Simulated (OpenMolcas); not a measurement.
Computed levels of 5d6 in ions with 74 electrons, in cm-1 above 5D4.

* Program: OpenMolcas
* Method: SS-CASPT2, IPEA 0.25 Eh, imaginary shift 0.1 Eh
* Basis: ANO-RCC-VTZP
* Scalar Hamiltonian: DKH2, point nucleus
* Spin-orbit coupling: state interaction with AMFI integrals over the reference wave functions, term energies averaged over their components

Active space for each ion: 6 electrons in 5 orbitals (5d); closed shells correlated by CASPT2: 5s 5p.

| Level | Os2+ | Ir3+ | Au5+ |
| --- | --- | --- | --- |
| 5D3 | 4550 | 6080 | 9990 |
| 5D1 | 7050 | 9050 | 13830 |
| 5D0 | 7370 | 9290 | 13410 |
| 3H5 | 17190 | 30130 | 41020 |
| 3H6 | 17550 | 20100 | 25630 |
| 3F2(1) | 20730 | 23900 | 30810 |
| 1S0(1) | 22800 | 27130 | 36460 |
| 3D1 | 24500 | 28660 | 37710 |
| 3G5 | 25370 | 19610 | 25010 |

Problem. Estimate 5D0, 3H5, 3H6 for Pt4+ from its neighbours Ir3+ and Au5+.

Solution. 5D0 is fine structure, which grows about as the fourth power of a screened charge, so the fourth roots are averaged: ((9290^0.25 + 13410^0.25) / 2)^4 = 11209. The calculation gives 11220, so the estimate is off by -0.1 %.
3H5 is another term, which grows about linearly with the charge: (30130 + 41020) / 2 = 35575. The calculation gives 35130, so the estimate is off by +1.3 %.
3H6 is another term, which grows about linearly with the charge: (20100 + 25630) / 2 = 22865. The calculation gives 22720, so the estimate is off by +0.6 %.

Mixed levels, with the weight of the term that names them: Os2+ 3H5 (50 %), Os2+ 1S0(1) (59 %), Os2+ 3D1 (71 %), Os2+ 3G5 (50 %), Ir3+ 3H5 (51 %), Ir3+ 3F2(1) (72 %), Ir3+ 1S0(1) (60 %), Ir3+ 3D1 (73 %), Ir3+ 3G5 (51 %), Pt4+ 5D0 (73 %), Pt4+ 3H5 (52 %), Pt4+ 3F2(1) (67 %), Pt4+ 1S0(1) (59 %), Pt4+ 3D1 (73 %), Pt4+ 3G5 (52 %), Au5+ 5D4 (75 %), Au5+ 5D0 (67 %), Au5+ 3H5 (53 %), Au5+ 3F2(1) (59 %), Au5+ 1S0(1) (58 %), Au5+ 3D1 (71 %), Au5+ 3G5 (53 %).

Term energies are means over components that CASPT2 splits; among the terms shown or strongly mixed into the levels shown the widest spread is 180 cm-1 (5d6 1I, Os2+). Terms from blocks run as CI alone lack orbitals of their own. Configurations with an s electron lie low in 5d ions of this charge, fall among these levels and mix in, so low-spin terms can stand far too high, up to twice their true height, and weights are not those of the real levels (holds for Os2+). Levels of configurations outside the active space are missing.

A number in round brackets counts repeated terms of one configuration in the order of the reference energies.
